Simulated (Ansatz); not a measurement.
Mulliken charges of B2H6OSi (`BB[SiH2]O`) from B3LYP/def2-TZVPP in Ansatz (PBE0-D4/def2-TZVP geometry).

```json
{"atom": "B1", "x (Å)": "-0.983", "y (Å)": "0.968", "z (Å)": "-0.211", "charge (e)": "-0.162"}
{"atom": "B2", "x (Å)": "0.436", "y (Å)": "1.141", "z (Å)": "-0.527", "charge (e)": "-0.141"}
{"atom": "Si3", "x (Å)": "0.263", "y (Å)": "-0.766", "z (Å)": "0.488", "charge (e)": "0.410"}
{"atom": "O4", "x (Å)": "0.409", "y (Å)": "-1.866", "z (Å)": "-0.728", "charge (e)": "-0.393"}
{"atom": "H5", "x (Å)": "-2.101", "y (Å)": "0.857", "z (Å)": "0.141", "charge (e)": "0.091"}
{"atom": "H6", "x (Å)": "-0.188", "y (Å)": "1.818", "z (Å)": "0.453", "charge (e)": "0.071"}
{"atom": "H7", "x (Å)": "1.567", "y (Å)": "1.378", "z (Å)": "-0.754", "charge (e)": "0.088"}
{"atom": "H8", "x (Å)": "-0.808", "y (Å)": "-1.151", "z (Å)": "1.445", "charge (e)": "-0.084"}
{"atom": "H9", "x (Å)": "1.540", "y (Å)": "-0.766", "z (Å)": "1.241", "charge (e)": "-0.073"}
{"atom": "H10", "x (Å)": "-0.051", "y (Å)": "-1.664", "z (Å)": "-1.544", "charge (e)": "0.193"}
```

Problem. By hand: the dipole of these point charges (1 e Å = 4.8032 D).

Solution. Σ q r = (-0.076, 0.261, 0.063) e Å, of length 0.279 e Å = 1.34 D.

Problem. How does the dipole of the full density compare? (Best estimate.)

Solution. The calculation gave: (-0.124, 0.148, 0.011) e Å, 0.93 D; the point charges give 1.44 times that, at 25° from its direction.

Point charges leave out the atoms' own dipoles, such as those of lone pairs, and Mulliken's split depends on the basis, so the two needn't agree.

B3LYP here is the variant with VWN-RPA as its local correlation; programs differ in this.
